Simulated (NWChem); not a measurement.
# Si2H3, doublet; SMILES [SiH][SiH2]

```xyz
5

Si    -0.0297    -1.2803     0.2249
Si    -0.1595     0.9765    -0.1061
H      1.4537    -1.2730    -0.2009
H      0.9477     1.9697     0.1712
H     -1.4599     1.7437    -0.0950
```
Atoms are numbered in this order, from 1.

Level: PBE-D3(BJ)/def2-SVP, spin-unrestricted (NWChem), optimised geometry, unscaled harmonic frequencies. 

List the harmonic frequencies with IR intensities, and the thermochemistry.


```csv
frequency (cm⁻¹),IR intensity (km/mol)
235,9.6
350,7.9
406,5.0
459,3.6
628,12.1
916,78.3
1980,134.2
2113,86.0
2147,101.7
```

- zero-point energy: 13.2 kcal/mol
- thermal correction to the enthalpy at 298.15 K (with zero-point energy): 16.6 kcal/mol
- heat capacity Cv: 13.6 cal/(mol K)
- entropy at 298.15 K and 1 atm (symmetry number 1, electronic part: spin degeneracy alone): 66.9 cal/(mol K)
- dipole moment: 0.96 D

Rigid rotor and harmonic oscillator.
